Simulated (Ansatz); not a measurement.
Relaxation of ClFHInS (5 atoms, charge 0, multiplicity 1), to a largest force component of 0.015 eV/Å in at most 40 steps.

All numbers below come from RKS B3LYP-D4/def2-SVP in Ansatz 0.2.0.

```xyz
5
Properties=species:S:1:pos:R:3
F -1.433 0.129 1.040
In -0.086 -0.411 1.020
S 0.477 1.202 -0.113
Cl 0.928 -2.070 -0.513
H 0.164 1.077 -1.476
```

Task: Where does it end, and by what steps?

Result: The run converged. After 15 steps the energy has fallen by 11.661 eV; F1 moved furthest, 1.03 Å. The start is strongly strained (largest force component 44 eV/Å).

```
step  energy less start (eV)  largest force component (eV/Å)  accepted
   0                  0.0000                          43.796       yes
   1                 -8.8258                           8.478       yes
   2                -10.4623                           2.594       yes
   3                -11.0564                           0.595       yes
   4                -11.3132                           0.735       yes
   5                -11.4671                           0.676       yes
   6                -11.5294                           0.384       yes
   7                -11.5740                           0.281       yes
   8                -11.5727                           1.378        no
   9                -11.6006                           0.220       yes
  10                -11.6252                           0.244       yes
  11                -11.6503                           0.208       yes
  12                -11.6600                           0.070       yes
  13                -11.6604                           0.082       yes
  14                -11.6604                           0.078       yes
  15                -11.6609                           0.003       yes
```

```xyz
5
Properties=species:S:1:pos:R:3
F -1.576 -0.465 1.870
In -0.298 -0.326 0.395
S 0.201 1.811 -0.561
Cl 0.646 -2.356 -0.307
H 1.076 1.262 -1.439
```

Whether the end is a true minimum wasn't checked by a vibrational analysis.

Run time: 46 s on 1 thread of Intel(R) Xeon(R) 6975P-C (Granite Rapids), on a shared host, peak memory 0.2 GiB.
